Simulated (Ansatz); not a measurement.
A series at Si: from `O[SiH2][SiH](O)O`, ligands are replaced one by one, each step taking up HCl and setting free H₂O; n counts the steps. Ansatz, PBE0-D4/def2-TZVP geometries. Each molecule was computed in one conformer, which needn't be the lowest.

```json
{"n": "0", "molecule": "`O[SiH2][SiH](O)O`", "HOMO energy, ωB97M-V/def2-TZVPP (eV)": "-9.80"}
{"n": "1", "molecule": "`O[SiH](O)[SiH2]Cl`", "HOMO energy, ωB97M-V/def2-TZVPP (eV)": "-10.02"}
{"n": "2", "molecule": "`O[SiH](Cl)[SiH2]Cl`", "HOMO energy, ωB97M-V/def2-TZVPP (eV)": "?"}
{"n": "3", "molecule": "`Cl[SiH2][SiH](Cl)Cl`", "HOMO energy, ωB97M-V/def2-TZVPP (eV)": "-10.27"}
```

Task: By hand: fit a straight line y = ȳ + b (n − n̄) to the 3 given rows and predict n = 2.

Result: n̄ = 1.333, ȳ = -10.030; Σ(n − n̄)(y − ȳ) = -0.710, Σ(n − n̄)² = 4.667, so b = -0.152 eV a step. Prediction: -10.030 + (-0.152) × (0.667) = -10.13 eV.

Task: By hand: compare with the computed value, -10.12 eV, and give the steps along the whole series.

Result: The line misses by 0.01 eV (computed minus predicted). Steps: -0.22, -0.10, -0.15 eV.

The steps differ by up to 0.12 eV without a steady trend. The highest orbital can change its character along such a series. The miss is 2.1 % of the series' range.
